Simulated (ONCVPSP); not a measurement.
## Ag, ONCV: configuration errors across variants

ONCVPSP 4.0.1 input, shortened (lines: element, Z, core and valence counts, functional; n l f; lmax; l rc ep ncon nbas qcut; lloc lpopt rc5 dvloc0; l nproj debl; icmod fcfact rcfact), PBE, scalar-relativistic:

```
  Ag 47.00    6    4        4      upf
    1    0    2.00
    2    0    2.00
    2    1    6.00
    3    0    2.00
    3    1    6.00
    3    2   10.00
    4    0    2.00
    4    1    6.00
    4    2   10.00
    5    0    1.00
    2
    0    1.25    0.00    3    8   10.50
    1    1.00    0.00    4    7    7.10
    2    1.75    0.00    4    8    9.70
    4    5    0.80    1.00
    0    2    2.50
    1    1    0.40
    2    3    3.90
    1    0.15    0.00
```

All-electron excitation energies from the reference (eV): (1) 4s2 4p6 4d10 5s0 7.757; (2) 4s2 4p6 4d9 5s0 29.871; (3) 4s2 4p6 4d8 5s0 66.064; (4) 4s2 4p6 4d10 5s0.5 3.017.

1 further variants failed, have other tests or too few solved ones, and are left out.

Errors AE − PS in meV (a dash: test not solved or not reliable):

| change | (1) | (2) | (3) | (4) | bound ghosts | GHOST(+) flags above zero |
| --- | --- | --- | --- | --- | --- | --- |
| base | -1.1 | -3.2 | -0.6 | -0.5 | none | s, d |
| local potential polynomial inside 0.80 bohr (lpopt 5, dvloc0 -2 Ha) | -1.2 | -3.5 | -0.8 | -0.5 | none | s, d |
| p: ncon 5, nbas 8 | -1.1 | -3.2 | -0.8 | -0.5 | none | s, d |
| d: qcut 7.5 | -0.6 | -2.2 | +14 | -0.4 | none | s |

Q: Give the same row for: core correction Teter function, fcfact 2.75, rcfact 1.8.

A: -1.5, -4.1, -5.5, -0.5; bound ghosts: none; GHOST(+) flags above zero: s, d.
